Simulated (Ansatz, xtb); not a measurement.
**Two structures of H5InO3Se**

We compare I, a singlet given by its coordinates, with II, `O[SeH+][InH-]([OH])[OH]`, a singlet. Both are isolated molecules in the gas phase, relaxed with PBE0-D4/def2-SVP; the shapes shown needn't be the lowest conformers.

I (Å):

```yaml
atoms:
  - { symbol: In, position_ang: [0.0305, -0.2562, 0.5799] }
  - { symbol: O, position_ang: [-1.2711, 1.0879, -0.2483] }
  - { symbol: O, position_ang: [0.1567, -0.3972, -1.7479] }
  - { symbol: O, position_ang: [-0.8714, -1.9282, 1.1918] }
  - { symbol: Se, position_ang: [2.2767, 0.6471, 1.2697] }
  - { symbol: H, position_ang: [-2.1867, 0.9962, 0.0374] }
  - { symbol: H, position_ang: [-0.5550, 0.2924, -1.6663] }
  - { symbol: H, position_ang: [-0.2962, -2.4984, 1.7134] }
  - { symbol: H, position_ang: [1.7886, 2.0083, 0.9913] }
  - { symbol: H, position_ang: [0.9280, 0.0482, -2.1211] }
```

Close contacts (Å): In1–O2 2.05, In1–O3 2.34, In1–O4 2.00, In1–Se5 2.52, In1–H7 2.39, O2–H6 0.96, O3–H7 0.99, O3–H10 0.97, O4–H8 0.96, Se5–H9 1.47.

II (Å):

```yaml
atoms:
  - { symbol: In, position_ang: [0.6903, 0.6192, -0.0480] }
  - { symbol: O, position_ang: [-1.6617, -1.6737, 0.6428] }
  - { symbol: O, position_ang: [0.4061, -0.5550, 1.6353] }
  - { symbol: O, position_ang: [1.7198, -0.4894, -1.3785] }
  - { symbol: Se, position_ang: [-1.5733, -0.8169, -0.9002] }
  - { symbol: H, position_ang: [-0.8611, -1.3312, 1.1773] }
  - { symbol: H, position_ang: [-0.5408, -1.6333, -1.5934] }
  - { symbol: H, position_ang: [0.5868, 2.3225, 0.0915] }
  - { symbol: H, position_ang: [0.2615, -0.0668, 2.4530] }
  - { symbol: H, position_ang: [2.6703, -0.5119, -1.2246] }
```

Question: Estimate E(II) − E(I) at the level CCSD(T)/def2-SVP + ΔMP2/def2-TZVPP.

Answer: Calculated at CCSD(T)/def2-SVP + ΔMP2/def2-TZVPP: E(II) − E(I) = +2.135 eV, so structure I lies lower.

The same difference at several levels:

| level | geometry | E(II) − E(I) (eV) | departure from the last row (eV) | job, with rough time for the two |
| --- | --- | --- | --- | --- |
| PBE0-D4/def2-SVP | PBE0-D4/def2-SVP | +2.202 | +0.067 | optimisation, 2.6 min |
| HF/def2-SVP | PBE0-D4/def2-SVP | +2.662 | +0.527 | part of the CCSD(T) run |
| MP2/def2-SVP | PBE0-D4/def2-SVP | +2.565 | +0.429 | part of the CCSD(T) run |
| CCSD(T)/def2-SVP | PBE0-D4/def2-SVP | +2.444 | +0.309 | single point |
| CCSD(T)/def2-SVP + ΔMP2/def2-TZVPP | PBE0-D4/def2-SVP | +2.135 |  | single point, 1.8 min |

The levels shown agree on the order. The largest departure from CCSD(T)/def2-SVP + ΔMP2/def2-TZVPP is that of HF/def2-SVP, 0.527 eV. Levels run at GFN2-xTB geometries aren't shown. The last row adds to CCSD(T) the change of the MP2 difference between the two basis sets, here −0.309 eV, a large step that makes the value less sure.

With thermal terms from frequencies at re-optimised GFN2-xTB minima (ideal gas, soft modes damped towards free rotors, one conformer each, 298.15 K, 1 atm): on the last row, ΔE + ΔZPE = +2.029, ΔH = +2.006, ΔG = +2.059 eV.

The correlated steps freeze 16 core orbitals; the filled d shell of In and Se is correlated, in a basis made for valence electrons. Atoms past krypton carry core potentials in the def2 sets and no spin–orbit term is included. Run with Ansatz 0.2.0, xtb 6.7.1; the last row on 2 threads of Arm Neoverse V2 on a shared host.
